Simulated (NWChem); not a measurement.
Program: NWChem. System: C₂H₇ClOSi, charge 0, spin multiplicity 1, at a geometry optimised with PBE/def2-SVP. The structure started from a generated list of species. Level: RHF/def2-SVP.

Job file:

```
start mol
memory heap 200 mb stack 800 mb global 1000 mb
geometry units angstroms nocenter noautoz noautosym
  O     -2.375142     0.436223     1.066666
  C     -2.241097    -0.286836    -0.155548
  C     -0.896445    -0.007798    -0.833910
  Si     0.485345     0.032489     0.469115
  Cl     2.322955    -0.147920    -0.526954
  H     -2.403486     1.385721     0.843166
  H     -2.302816    -1.358218     0.129166
  H     -3.095873    -0.090550    -0.846979
  H     -0.656230    -0.774293    -1.601424
  H     -0.901764     0.970464    -1.364627
  H      0.363382    -1.125359     1.415217
  H      0.538113     1.330052     1.219510
end
basis spherical
  * library def2-svp
end
scf
  rhf
  nopen 0
  maxiter 100
  thresh 1e-7
  semidirect memsize 60000000 filesize 0
end
task scf energy
```

NWChem printed:

```
             Northwest Computational Chemistry Package (NWChem) 7.3.0
             --------------------------------------------------------

                                NWChem Input Module
                                -------------------

 Scaling coordinates for geometry "geometry" by  1.889725989
 (inverse scale =  0.529177249)

                             Geometry "geometry" -> ""
                             -------------------------

 Output coordinates in angstroms (scale by  1.889725989 to convert to a.u.)

  No.       Tag          Charge          X              Y              Z
 ---- ---------------- ---------- -------------- -------------- --------------
    1 O                    8.0000    -2.37514200     0.43622300     1.06666600
    2 C                    6.0000    -2.24109700    -0.28683600    -0.15554800
    3 C                    6.0000    -0.89644500    -0.00779800    -0.83391000
    4 Si                  14.0000     0.48534500     0.03248900     0.46911500
    5 Cl                  17.0000     2.32295500    -0.14792000    -0.52695400
    6 H                    1.0000    -2.40348600     1.38572100     0.84316600
    7 H                    1.0000    -2.30281600    -1.35821800     0.12916600
    8 H                    1.0000    -3.09587300    -0.09055000    -0.84697900
    9 H                    1.0000    -0.65623000    -0.77429300    -1.60142400
   10 H                    1.0000    -0.90176400     0.97046400    -1.36462700
   11 H                    1.0000     0.36338200    -1.12535900     1.41521700
   12 H                    1.0000     0.53811300     1.33005200     1.21951000

 Effective nuclear repulsion energy (a.u.)     283.9246332098

            Nuclear Dipole moment (a.u.)
            ----------------------------
        X                 Y               Z
 ---------------- ---------------- ----------------
     0.0000056692     0.0000056692     0.0000018897


 Summary of "ao basis" -> "" (spherical)
 ------------------------------------------------------------------------------
       Tag                 Description            Shells   Functions and Types
 ---------------- ------------------------------  ------  ---------------------
 *                          def2-svp                  on all atoms

 Summary of "ao basis" -> "ao basis" (spherical)
 ------------------------------------------------------------------------------
       Tag                 Description            Shells   Functions and Types
 ---------------- ------------------------------  ------  ---------------------
 O                          def2-svp                 6       14   3s2p1d
 C                          def2-svp                 6       14   3s2p1d
 Si                         def2-svp                 8       18   4s3p1d
 Cl                         def2-svp                 8       18   4s3p1d
 H                          def2-svp                 3        5   2s1p

                                 NWChem SCF Module
                                 -----------------

  ao basis        = "ao basis"
  functions       =   113
  atoms           =    12
  closed shells   =    29
  open shells     =     0
  charge          =   0.00
  wavefunction    = RHF
  use symmetry    = F
  symmetry adapt  = F

 Summary of "ao basis" -> "ao basis" (spherical)
 ------------------------------------------------------------------------------
       Tag                 Description            Shells   Functions and Types
 ---------------- ------------------------------  ------  ---------------------
[...]
             Final eigenvalues
             -----------------

              1
    1 -104.7720
    2  -68.7989
    3  -20.5706
    4  -11.3035
    5  -11.2389
    6  -10.5358
    7   -8.0103
    8   -8.0079
    9   -8.0079
   10   -6.1651
   11   -4.2764
   12   -4.2747
   13   -4.2745
   14   -1.3563
   15   -1.0774
   16   -1.0113
   17   -0.8517
   18   -0.7181
   19   -0.6714
   20   -0.6417
   21   -0.6259
   22   -0.5582
   23   -0.5190
   24   -0.5033
   25   -0.5012
   26   -0.4792
   27   -0.4715
   28   -0.4356
   29   -0.4229
   30    0.1456
   31    0.1747
   32    0.1981
   33    0.2069
   34    0.2157
   35    0.2219
   36    0.2321
   37    0.2545
   38    0.2741
   39    0.3591

                       ROHF Final Molecular Orbital Analysis
                       -------------------------------------

 Vector   27  Occ=2.000000D+00  E=-4.715331D-01
              MO Center= -9.6D-01,  1.1D-01,  1.6D-01, r^2= 5.8D+00
   Bfn.  Coefficient  Atom+Function         Bfn.  Coefficient  Atom+Function
  ----- ------------  ---------------      ----- ------------  ---------------
     4      0.437977   1 O  px                7      0.354522   1 O  px
    73     -0.300729   5 Cl pz               70     -0.220072   5 Cl pz
    18     -0.205794   2 C  px               31     -0.183577   3 C  s
    89      0.182098   8 H  s                32      0.156338   3 C  px

 Vector   28  Occ=2.000000D+00  E=-4.356154D-01
              MO Center=  1.7D+00, -9.3D-02,  6.8D-03, r^2= 3.0D+00
   Bfn.  Coefficient  Atom+Function         Bfn.  Coefficient  Atom+Function
  ----- ------------  ---------------      ----- ------------  ---------------
    72      0.562731   5 Cl py               69      0.385504   5 Cl py
    66      0.224598   5 Cl py              104      0.206409  11 H  s
   109     -0.190228  12 H  s               105      0.172889  11 H  s
   110     -0.164035  12 H  s

 Vector   29  Occ=2.000000D+00  E=-4.228714D-01
              MO Center=  4.0D-01, -2.7D-02, -2.8D-01, r^2= 5.0D+00
   Bfn.  Coefficient  Atom+Function         Bfn.  Coefficient  Atom+Function
  ----- ------------  ---------------      ----- ------------  ---------------
    73      0.375592   5 Cl pz               32      0.258213   3 C  px
    70      0.251541   5 Cl pz               71      0.251906   5 Cl px
    68      0.172777   5 Cl px               18     -0.166767   2 C  px
    31      0.167538   3 C  s                89      0.167564   8 H  s
    35      0.156493   3 C  px               52     -0.154389   4 Si pz

 Vector   30  Occ=0.000000D+00  E= 1.456282D-01
              MO Center= -1.3D+00,  5.6D-01, -4.4D-02, r^2= 6.8D+00
   Bfn.  Coefficient  Atom+Function         Bfn.  Coefficient  Atom+Function
  ----- ------------  ---------------      ----- ------------  ---------------
    31      1.179406   3 C  s                17      1.151592   2 C  s
   100     -0.758392  10 H  s                80     -0.726446   6 H  s
    90     -0.706585   8 H  s                53      0.574729   4 Si px
    95     -0.536352   9 H  s                85     -0.484165   7 H  s
     3      0.420499   1 O  s               110     -0.394610  12 H  s

 Vector   31  Occ=0.000000D+00  E= 1.747147D-01
              MO Center=  2.4D-01,  1.5D-01,  2.3D-02, r^2= 4.8D+00
   Bfn.  Coefficient  Atom+Function         Bfn.  Coefficient  Atom+Function
  ----- ------------  ---------------      ----- ------------  ---------------
    31      1.481468   3 C  s                55      1.242654   4 Si pz
   100     -0.740157  10 H  s                64      0.614309   5 Cl s
    46     -0.525625   4 Si s                71     -0.503801   5 Cl px
    53     -0.460566   4 Si px              110     -0.414824  12 H  s
   105     -0.396814  11 H  s                95     -0.283136   9 H  s

 Vector   32  Occ=0.000000D+00  E= 1.980790D-01
              MO Center= -5.9D-01,  1.1D-01,  3.4D-01, r^2= 7.1D+00
   Bfn.  Coefficient  Atom+Function         Bfn.  Coefficient  Atom+Function
  ----- ------------  ---------------      ----- ------------  ---------------
    53      0.836540   4 Si px               54     -0.823108   4 Si py
   105     -0.760450  11 H  s                31      0.750389   3 C  s
    80      0.721059   6 H  s                85     -0.687997   7 H  s
    95     -0.679660   9 H  s               100      0.532589  10 H  s
    55      0.482192   4 Si pz              110      0.458298  12 H  s

 center of mass
 --------------
 x =   0.18286393 y =  -0.00827132 z =  -0.00553936

 moments of inertia (a.u.)
 ------------------
         233.456718694636          72.438819852196         214.240662604264
          72.438819852196        1532.133900629806         -43.671494538178
         214.240662604264         -43.671494538178        1393.235958310487

  Mulliken analysis of the total density
  --------------------------------------

    Atom       Charge   Shell Charges
 -----------   ------   -------------------------------------------------------
    1 O    8     8.47   1.99  1.06  0.73  2.83  1.85  0.01
    2 C    6     5.75   1.99  0.87  0.17  1.95  0.69  0.07
    3 C    6     6.44   1.99  0.86  0.38  2.05  1.14  0.03
    4 Si  14    13.13   2.00  1.99  0.97  0.06  5.94  1.17  0.73  0.28
    5 Cl  17    17.39   2.00  1.99  1.19  0.77  5.94  2.09  3.38  0.02
    6 H    1     0.80   0.67  0.05  0.07
    7 H    1     0.95   0.76  0.17  0.02
    8 H    1     0.96   0.76  0.18  0.02
    9 H    1     0.92   0.73  0.16  0.03
   10 H    1     0.93   0.74  0.17  0.03
   11 H    1     1.13   0.74  0.38  0.01
   12 H    1     1.14   0.74  0.38  0.01

       Multipole analysis of the density wrt the origin
       ------------------------------------------------

     L   x y z        total         open         nuclear
     -   - - -        -----         ----         -------
     0   0 0 0      0.000000      0.000000     58.000000

     1   1 0 0     -0.876971      0.000000      0.000006
     1   0 1 0      0.340582      0.000000      0.000006
     1   0 0 1     -0.474032      0.000000      0.000002

     2   2 0 0    -38.032829      0.000000    705.101694
     2   1 1 0     -1.351340      0.000000    -35.686360
     2   1 0 1      3.960331      0.000000    -98.428538
     2   0 2 0    -31.921195      0.000000     38.399871
     2   0 1 1      0.375015      0.000000     23.505859
     2   0 0 2    -36.351006      0.000000    109.214382

 Task  times  cpu:        5.6s     wall:        5.6s

 Total times  cpu:        5.6s     wall:        5.6s
```
